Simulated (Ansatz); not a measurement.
`N#CB(F)F` + H₂Se → `FB(F)[SeH]` + `C#N` at 500 K and 1 bar (ligand exchange at a B–C bond).

Isolated molecules relaxed with PBE0-D4/def2-TZVP in Ansatz; ΔE leaves out vibrations. CCSD(T)/CBS adds triple-zeta CCSD(T) − MP2 to the extrapolated MP2 energy (def2 sets, frozen cores). This one scheme is used for every species. For Se outer-core shells are correlated without core-valence functions, which leaves a few kJ/mol of doubt a bond. Scalar relativity is left out up to krypton. One conformer a species, not always the lowest.

```tsv
species	CCSD(T)/CBS energy (Eh)	H − E (kJ/mol)	S (J/(mol·K))
`N#CB(F)F`	-317.24121	77.4	328.0
H₂Se	-2401.89790	53.1	237.8
`FB(F)[SeH]`	-2625.82827	77.1	340.4
`C#N`	-93.32098	60.1	220.8
```

H − E and S are ideal-gas, rigid-rotor, harmonic terms from PBE0-D4/def2-TZVP, for one conformer and one mirror image of each species. 1 Eh = 2625.50 kJ/mol, R = 8.31446 J/(mol·K).

By hand: ΔE, ΔH, ΔS and ΔG.

ΔE = (-2625.82827) + (-93.32098) − (-317.24121) − (-2401.89790) = -0.01014 Eh = -26.6 kJ/mol. Δ(H − E) = 77.1 + 60.1 − 77.4 − 53.1 = 6.7, so ΔH = -19.9 kJ/mol. ΔS = 340.4 + 220.8 − 328.0 − 237.8 = -4.6 J/(mol·K). ΔG = -19.9 − 500 × (-4.6)/1000 = -17.6 kJ/mol.

By hand: the equilibrium constant, and the temperature at which ΔG would vanish if ΔH and ΔS stayed fixed.

log₁₀ K = −ΔG/(RT ln 10) = 1.8. ΔG = 0 at ΔH/ΔS = 4326 K, far beyond where these terms or the molecules hold.

The number of gas molecules stays the same, so ΔS is small and ΔH decides. A doubt of 5 kJ/mol in ΔE shifts log₁₀ K by 0.5 here. Other conformers and mirror images would add mixing entropy, several J/(mol·K) or more a flexible species. These are equilibria of isolated gas molecules and say nothing of rates. Largest T1 diagnostic: 0.014 (customary marks: 0.02 for closed shells, 0.045 for open ones).
